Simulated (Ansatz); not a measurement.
Gas-phase reaction R1 → 2 P1, each structure at its B3LYP-D3(BJ)/def2-TZVP stationary point, reached from a drawn start (curvature not checked).
R1: O2 (SMILES O=O), charge 0, multiplicity 3.
P1: O atom, charge 0, multiplicity 3.

P less R. No zero-point or thermal terms; open shells are unrestricted; no spin–orbit coupling.

Frozen-core correlation throughout.

Programs: Ansatz (a program for electronic structure) with Gaussian orbitals. Each number belongs to the level named beside it.

**Question.** Give the reaction energy at the level BLYP/def2-TZVPP.

**Answer.** 135.6 kcal/mol

**Question.** Give the reaction energy at the level SCS-MP2/cc-pVQZ.

**Answer.** 117.9 kcal/mol

**Question.** What reaction energy does CCSD(T)/cc-pVQZ give?

**Answer.** 117.2 kcal/mol
